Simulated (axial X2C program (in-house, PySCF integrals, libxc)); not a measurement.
Spin–orbit effects down a group: molecules with Ba (ions), HF

All values come from calculations with an axial X2C code built on PySCF integrals, spin-free (one-electron X2C) or two-component (2c: spin–orbit coupling with atomic mean-field Coulomb and Gaunt terms, which also bring small scalar terms), in Dyall basis sets with cores contracted in-house; open shells are unrestricted.

Basis sets: Ba dyall-acv3z, Ba dyall-av3z, H dyall-av3z, Li dyall-av3z, Na dyall-av3z.

| molecule | spin-free state | Re (Å) | ωe (cm⁻¹) | De (eV) | 2c state | Re 2c (Å) | ωe 2c (cm⁻¹) | De 2c (eV) |
| --- | --- | --- | --- | --- | --- | --- | --- | --- |
| BaH⁻ | M_S = 0, Λ = 0 | 2.404 | 969.4 | n/a | Ω = 0 | 2.402 | 969.7 | n/a |
| LiBa⁻ | M_S = 0, Λ = 0 | 4.277 | 121.0 | n/a | Ω = 0 | 4.273 | 121.1 | n/a |
| NaBa⁻ | M_S = 0, Λ = 0 | 4.593 | 60.9 | n/a | Ω = 0 | 4.589 | 60.9 | n/a |

Fragments in 2c: Ba- + H, Ba- + Li, Ba- + Na. Each entry is the lowest single determinant of a limited PBE0 search at one distance. De goes to single-determinant-based atoms at the same level (for ions the charge split of lowest energy) and is withheld (n/a) where an atom does not fit its ground term or J level. Main or longest-lived isotopes. One determinant is a doubtful description, or other states lie close, for BaH⁻, LiBa⁻, NaBa⁻; these need not be ground states, and all values refer to the states named.
